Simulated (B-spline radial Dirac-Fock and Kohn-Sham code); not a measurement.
Atomic SCF run for V²⁺

ΔSCF core binding energies without Breit or QED terms, calculated with a B-spline atomic structure program. Keys: rel is the Hamiltonian (dirac, or spin-free x2c and nr, where L3 and M5 stand for the whole 2p and 3d shells), method is hf or an exchange,correlation pair (spin-unpolarised, also for the hole states), nuc the nuclear model, radius_factor scales its radius, rmax is the box in bohr, h the logarithmic mesh step, order the B-spline order, points the quadrature points per cell, c_factor scales the speed of light, and damp, ndamp, maxit and tol steer the iteration. The run stops when the commutator error falls below 10·tol·max(1, Z/10), or the numerical noise floor, and the energy has settled to about 1e-8 Ha; the virial ratio is −V/T.

Input (task.json):

```json
{"items": [{"Z": 23, "q": 2, "cfg": [[1, 0, 2], [2, 0, 2], [2, 1, 6], [3, 0, 2], [3, 1, 6], [3, 2, 3]], "A": 51, "rrms": 3.6002, "do": "settings", "holes": ["K", "L3", "M5"],
  "settings": [{"rel": "dirac", "method": "hf", "nuc": "fermi", "radius_factor": 1.0, "rmax": 45.0, "h": 0.3, "order": 8, "points": 10, "c_factor": 1.0, "maxit": 78, "damp": 0.5, "ndamp": 3, "tol": 1e-14}]}]}
```

Command: `python xray2_run.py task.json out`

Ground-state iterations:

```
iter   energy (Ha)        error
   1     -939.22593495  8.62e-01
   2     -945.30907148  3.81e-01
   3     -947.25126337  1.07e-01
   4     -947.45841213  2.57e-02
   5     -947.46961333  1.70e-02
   6     -947.47454854  2.59e-03
   7     -947.47461790  2.87e-04
   8     -947.47461869  7.89e-05
   9     -947.47461876  9.78e-07
  10     -947.47461876  2.36e-08
```

The ground state converged in 10 iterations, with total energy -947.47462 Ha, virial ratio 1.98862 and highest orbital energy -28.78 eV. ΔSCF binding energies: K (1s) 5503.1 eV, L3 (2p3/2) 544.9 eV. Holes are computed only in closed shells, and unreliable hole states are left out.

One setting is outside the advised range (tolerance below the noise), but here it does no visible harm: the result matches the run with default settings.
